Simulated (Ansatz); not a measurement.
**A barrier at the coupled-cluster level**

Start structure (Si$_{2}$H$_{8}$O$_{2}$, closed shell), relaxed at PBE0-D4/def2-TZVP:

```tsv
atom	x (Å)	y (Å)	z (Å)
Si1	0.3392	0.0131	0.3872
H2	1.3375	-0.6141	-0.5168
O3	-1.1131	-0.7119	0.1056
Si4	-2.4090	-0.8004	-0.8758
H5	0.6604	-0.2471	1.8078
H6	0.1977	1.4602	0.0955
H7	3.2432	1.5369	0.1744
O8	2.7986	1.2474	0.9749
H9	-2.8556	0.5608	-1.2799
H10	-3.5102	-1.4823	-0.1512
H11	-2.0816	-1.5749	-2.1033
H12	3.3928	0.6121	1.3818
```

The step: Si₂H₆O ([SiH3][O][SiH3]) + H₂O → Si₂H₆O₂ ([OH][SiH2][O][SiH3]) + H₂; bonds formed: Si1–O8, H2–H7; bonds broken: Si1–H2, H7–O8. Computed with Ansatz 0.2.0 (basis: def2-TZVPP and def2-QZVPP); correlated methods freeze the cores. Extrapolation: Hartree–Fock as exp(−7.88 √X), correlation as X^−2.97. Energies below are by CCSD(T) at an estimated basis limit (MP2 extrapolated from triple and quadruple zeta, plus CCSD(T) − MP2 in triple zeta).

(1) What are the electronic barrier and the energy of the step, from the start structure to the end structure? (To be estimated.)

No T1 diagnostic of these runs exceeds 0.013.

Answers

(1) Computed: Barrier 1.688 eV; step energy -0.865 eV (downhill); reverse barrier, their difference, 2.553 eV. Barrier and step energy count from the start structure, the reverse barrier from the end structure.

The saddle point: One imaginary mode of 1107i cm⁻¹.
| pair | start (Å) | saddle (Å) | end (Å) |
| --- | --- | --- | --- |
| Si1–O8 | 2.81 | 1.87 | 1.64 |
| H2–H7 | 2.96 | 1.18 | 0.75 |
| Si1–H2 | 1.49 | 1.77 | 3.93 |
| H7–O8 | 0.96 | 1.10 | 2.68 |

Zero-point energy (harmonic, PBE0-D4): ZPE is 2.132 eV at the start and 2.075 eV at the saddle, so the barrier goes from 1.688 to 1.631 eV.

Labels in which every atom is bracketed show which atoms are joined, not bond orders.

For scale, one of the runs: CCSD(T)/def2-TZVPP, 258 basis functions, launched by `ansatz run in.yaml --threads 4 --pin off --events-out ev --progress --plain --max-ram 9574MiB`. The run took 2.6 min on 4 CPU threads of an Intel Xeon (shared host), with 5.7 GiB of host memory at its peak.
